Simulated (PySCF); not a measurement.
C3H10O2Si, singlet, geometry from GFN2-xTB. Base run: PySCF with PBE0/6-31G.

Here is a job for PySCF.
```python
from pyscf import gto, scf, dft, solvent

mol = gto.M(
    atom='''
C     2.097242   -0.113721    1.063999
O     0.788090   -0.565261    0.861301
Si   -0.315557    0.000213   -0.186645
C    -0.967349    1.733047    0.277402
C    -1.693908   -1.297158   -0.139022
O     0.432722    0.081110   -1.646735
H     2.095597    0.860639    1.558767
H     2.605372   -0.839909    1.699386
H     2.626575   -0.026358    0.113948
H    -1.306530    1.763255    1.307968
H    -1.805118    2.032705   -0.345493
H    -0.194096    2.489388    0.166239
H    -2.070630   -1.439667    0.866823
H    -2.529774   -0.996285   -0.762532
H    -1.342124   -2.258832   -0.497362
H    -0.043874    0.352280   -2.425511
''',
    basis='6-31g',
    charge=0,
    spin=0,
    verbose=4,
)

mf = dft.RKS(mol)
mf.xc = 'pbe0'
mf.kernel()
```

Base: dipole (D) 2.28; HOMO-LUMO gap (eV) 9.03.

A changed run: ΔE vs base (kJ/mol) -9.58; dipole (D) 2.56; HOMO-LUMO gap (eV) 9.20.

**Question.** Name the change that produced these shifts.
A. model = IEF-PCM; solvent = chloroform; r_probe = 0.5
B. model = COSMO; solvent = chloroform
C. model = IEF-PCM; solvent = 2-propanol
D. model = IEF-PCM; solvent = chloroform; vdw_scale = 1.1
E. model = IEF-PCM; solvent = chloroform

**Answer.** A, model = IEF-PCM; solvent = chloroform; r_probe = 0.5

The base is the gas phase, so ΔE is the electrostatic part of solvation at a fixed geometry, without cavity and dispersion terms.
